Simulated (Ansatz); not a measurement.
Ansatz (a first-principles code) input:

Ansatz 0.2 input:
```yaml
crystal:
  periodic: [false, false, false]
  atoms:
    - {symbol: Si, position_ang: [0.81030468, 1.18526289, -0.22005951]}
    - {symbol: C, position_ang: [1.71007228, -0.44054534, -0.62405316]}
    - {symbol: Cl, position_ang: [1.84104895, 2.22196176, 1.22575336]}
    - {symbol: N, position_ang: [-0.73501488, 0.82368303, 0.47386193]}
    - {symbol: Si, position_ang: [-1.82879972, -0.46760819, 0.08419542]}
    - {symbol: H, position_ang: [1.14292482, -1.02489050, -1.34026960]}
    - {symbol: H, position_ang: [2.69718067, -0.25910733, -1.03707712]}
    - {symbol: H, position_ang: [1.82561224, -1.03453159, 0.28078933]}
    - {symbol: H, position_ang: [-1.05041056, 1.46786741, 1.18211067]}
    - {symbol: H, position_ang: [-3.12677137, -0.07397291, 0.62715873]}
    - {symbol: H, position_ang: [-1.36878639, -1.72034691, 0.69398010]}
    - {symbol: H, position_ang: [-1.83867060, -0.59906443, -1.37224187]}
basis:
  gaussian:
    orbitals: def2-TZVP
hamiltonian:
  xc: b3lyp
  dispersion: d3bj
magnetization: {spin_polarized: true, initial_magnetization: 1}
relax: {f_tol: 0.002, max_steps: 150}
```

Question: Which total energy does the run end on?

Answer: -1136.47804 Eh (B3LYP-D3(BJ)/def2-TZVP). The basis has 215 functions.

It need not be the lowest isomer of its formula.
